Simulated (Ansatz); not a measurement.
`[NH2][Al]([F])[SH]`. Charge 0, multiplicity 1. The geometry is a stationary point of PBE0-D4/def2-TZVP. It is one conformer, not always the lowest.

```xyz
7

N     1.302    0.638    0.203
Al   -0.325    0.104   -0.167
F    -1.339    1.109   -0.990
S    -1.049   -1.856    0.428
H     1.679    1.535   -0.054
H     1.986    0.093    0.700
H    -2.255   -1.624   -0.120
```

**Question.** What is the dipole moment at ωB97M-V/def2-TZVPP? (An estimate is asked.)

**Answer.** Ansatz gave: 1.54 D, with components (1.45, 0.28, 0.42) D in this frame, pointing from negative to positive charge.

**Question.** And with PBE, r2SCAN, B3LYP? (Estimate.)

**Answer.** Ansatz gave: PBE 1.54 D, r2SCAN 1.53 D, B3LYP 1.55 D.

**Question.** Give the Mulliken charges with ωB97M-V, B3LYP, r2SCAN in def2-TZVPP. (An estimate is asked.)

**Answer.** Computed: 
```
atom  ωB97M-V  B3LYP  r2SCAN
  N1    -0.38  -0.41   -0.47
 Al2     0.65   0.67    0.70
  F3    -0.35  -0.36   -0.36
  S4    -0.28  -0.29   -0.29
  H5     0.12   0.14    0.16
  H6     0.11   0.14    0.15
  H7     0.13   0.12    0.12
```

B3LYP here is the variant with VWN-RPA as its local correlation; programs differ in this.
